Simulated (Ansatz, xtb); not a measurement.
# Ranking isomers of C5H7ClO3

5 gas-phase structures of C5H7ClO3, from a drawn sample of its isomers (lower ones may exist). Each was relaxed with GFN2-xTB; where two conformers were screened, the lower at r2SCAN-D4/def2-SVP is listed:

A. `CC(=O)O/C(O)=C\CCl`, a singlet
B. `CC(=O)O/C(O)=C/CCl`, a singlet
C. `C=C(O)OC(=O)CCCl`, a singlet
D. `C=C(O)O/C(O)=C\CCl`, a singlet
E. `CC(=O)OC(=O)CCCl`, a singlet

Make a reasoned guess at their ranking by r2SCAN-D4/def2-SVP single-point energy.

Calculated order at r2SCAN-D4/def2-SVP: E (0.0), B (14.3), A (14.8), C (17.7), D (42.0) kcal/mol. Less than 1 kcal/mol parts B and A, so the order within that pair means little.

Energies above the lowest of each column, in kcal/mol; the last columns are at PBE-D3(BJ)/def2-SVP geometries and were run for some of them only (a dash: not run or not comparable):

```json
{"structure": "E", "GFN2-xTB": "0.0", "HF/STO-3G": "0.0", "r2SCAN-D4/def2-SVP": "0.0", "PBE-D3(BJ)/def2-SVP": "0.0", "CCSD(T)/def2-SVP + ΔMP2/def2-TZVPP": "0.0"}
{"structure": "B", "GFN2-xTB": "6.7", "HF/STO-3G": "21.7", "r2SCAN-D4/def2-SVP": "14.3", "PBE-D3(BJ)/def2-SVP": "13.1", "CCSD(T)/def2-SVP + ΔMP2/def2-TZVPP": "16.9"}
{"structure": "A", "GFN2-xTB": "6.9", "HF/STO-3G": "22.1", "r2SCAN-D4/def2-SVP": "14.8", "PBE-D3(BJ)/def2-SVP": "13.4", "CCSD(T)/def2-SVP + ΔMP2/def2-TZVPP": "17.4"}
{"structure": "C", "GFN2-xTB": "11.3", "HF/STO-3G": "28.8", "r2SCAN-D4/def2-SVP": "17.7", "PBE-D3(BJ)/def2-SVP": "16.6", "CCSD(T)/def2-SVP + ΔMP2/def2-TZVPP": "19.1"}
{"structure": "D", "GFN2-xTB": "30.3", "HF/STO-3G": "53.0", "r2SCAN-D4/def2-SVP": "42.0", "PBE-D3(BJ)/def2-SVP": "–", "CCSD(T)/def2-SVP + ΔMP2/def2-TZVPP": "–"}
```

Every level run on E puts it lowest or level with the lowest. Flexible structures stand in one conformer each, not always the lowest. B keeps a small imaginary mode. Frequencies (GFN2-xTB) were run for A, B, C, E alone. The ΔMP2 step shifts differences by up to 4.2 kcal/mol, which makes them less sure. ΔMP2 is the change of the MP2 energy from the smaller to the larger basis.

Over these structures GFN2-xTB departs from r2SCAN-D4/def2-SVP by 2.8 kcal/mol on average once a common shift is removed. A GFN2-xTB relaxation took about 0.41 s and the r2SCAN-D4/def2-SVP energy about 8.1 s on a shared host (Ansatz 0.2.0, xtb 6.7.1).
